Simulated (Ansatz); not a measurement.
Basis-set series for C3H10OSi, SMILES `CCO[SiH2]C`. Total charge 0; spin multiplicity 1. The geometry is a stationary point of PBE0-D4/def2-TZVP. It is one conformer, not always the lowest.

```
functional       basis  functions  energy (Eh)  HOMO (eV)  LUMO (eV)
   PBE0-D4    def2-SVP        124   -484.51003      -7.79       1.37
   PBE0-D4  def2-QZVPP        598   -484.86100      -7.92       0.60
   ωB97M-V    def2-SVP        124   -484.72137     -10.14       3.20
   ωB97M-V  def2-QZVPP        598   -485.08330     -10.30       1.78
```

Question: Give the rows for def2-TZVPP. (Best estimate.)

Answer: Ansatz gave: 
```csv
functional,basis,functions,energy (Eh),HOMO (eV),LUMO (eV)
PBE0-D4,def2-TZVPP,306,-484.83938,-7.90,0.82
ωB97M-V,def2-TZVPP,306,-485.06273,-10.28,2.38
```

Positive LUMOs are unbound and depend on the basis.
